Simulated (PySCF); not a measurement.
F4Se (SMILES F[Se](F)(F)F), singlet, geometry from GFN2-xTB. Base run: PySCF with CAMB3LYP/aug-cc-pVDZ.

Input for PySCF:
```python
from pyscf import gto, scf, dft

mol = gto.Mole()
mol.atom = '''
    Se   -0.00203224    0.00254110    0.35944284
    F     0.96817789    1.31904607   -0.34335275
    F     1.32333862   -0.96859697   -0.32517209
    F    -0.96433922   -1.32384594   -0.33559484
    F    -1.31949995    0.96379711   -0.35377550
'''
mol.basis = 'aug-cc-pvdz'
mol.verbose = 4
mol.build()

mf = dft.RKS(mol)
mf.xc = 'camb3lyp'
mf.kernel()
```

Variants of this job, named by their change:

| change | ΔE vs base (mEh) | fitting functions | dipole (D) |
|---|---|---|---|
| base | 0.000 | - | 2.76 |
| auxbasis = cc-pvdz-jkfit | 119.5 | 451 | 2.76 |
| auxbasis = even-tempered beta=2.0 | -0.024 | 1003 | 2.76 |
| auxbasis = even-tempered beta=1.6 | 0.017 | 1455 | 2.76 |
| exchange = seminumerical (SGX) (with mf = sgx.sgx_fit(mf, auxbasis='def2-universal-jfit'); with mf.with_df.dfj = True) | -0.352 | 254 | 2.76 |
| only_dfj = on; auxbasis = def2-universal-jfit | -0.376 | 254 | 2.76 |
| auxbasis = even-tempered beta=3.0 | -35.881 | 671 | 2.76 |
| auxbasis = cc-pvqz-jkfit | -0.090 | 642 | 2.76 |
| auxbasis = default (with mf = mf.density_fit()) | 119.4 | 538 | 2.76 |
| auxbasis = def2-universal-jkfit | -0.026 | 574 | 2.76 |

A fitting set is made for a task (jfit for Coulomb, jkfit for Coulomb and exchange, ri for correlation) and for a family of orbital bases.
